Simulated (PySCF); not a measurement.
Species: C4H8ClFSi2.
Cartesian coordinates in Å at the GFN2-xTB level; atoms count from 1:
```xyz
16
C4H8ClFSi2 angstrom
C      3.0156   -0.3165   -0.5866
C      1.7305   -0.1289   -0.8459
Si     0.3716   -0.0710    0.4537
Cl     1.1134   -0.3840    2.3013
C     -0.8234    1.4331    0.3550
Si    -2.3834    0.3360    0.1331
C     -1.1744   -1.1774    0.0381
F     -1.4482   -2.2023    0.9398
H      3.7654   -0.3438   -1.3621
H      3.3726   -0.4527    0.4211
H      1.4232    0.0023   -1.8759
H     -0.8370    2.0604    1.2422
H     -0.6259    2.0961   -0.4830
H     -3.1288    0.5570   -1.1056
H     -3.2524    0.2685    1.3014
H     -1.1264   -1.6680   -0.9380
```

Probes without a nucleus sit at each ring's centroid and 1 Å off its mean plane on both sides; NICS is minus the shielding there, NICSzz its component along the normal. Level: GIAO PBE0/pcSseg-1 (PySCF, non-relativistic, gas phase) on the GFN2-xTB geometry, one conformer.

Ring bond lengths (Å), with Mayer bond orders in brackets: Si3–C5 1.924 (0.91), C5–Si6 1.920 (0.92), Si6–C7 1.939 (0.87), C7–Si3 1.946 (0.83).

Question: Give the NICS values of each ring in ppm.

Answer: 
```tsv
ring	type	NICS(0)	NICS(1), two faces	NICS(1)zz, two faces	rms pucker (Å)	centre to ring atoms, mean (Å)
Si3–C5–Si6–C7	4-membered ring with 2 Si; formal bonds all single	-0.3	-3.3 / 0.3	0.0 / 6.5	0.05	1.36
```

Question: What do they say, and how far can they be read as aromaticity?

Answer: 
- Si3–C5–Si6–C7: mean NICS(1)zz 3.2 ppm, deshielded. Si3, C5, Si6, C7 have four or more neighbours, so the value isn't read as a sign of a π ring current. The two faces differ by 6.5 ppm, so no symmetry operation interchanges them.

Question: What field does 11.7 T along the ring normal induce along that normal at the first NICS(1) probe listed for ring Si3–C5–Si6–C7, 1 Å off the ring?

Answer: NICSzz × B0 = 0.0 ppm × 11.7 T = 0 μT.

The run took 32 s of wall time on Arm Neoverse V2, one thread, shared host, and the process peaked at 0.88 GiB of memory. This is the whole shielding run at PBE0/pcSseg-1, SCF included.
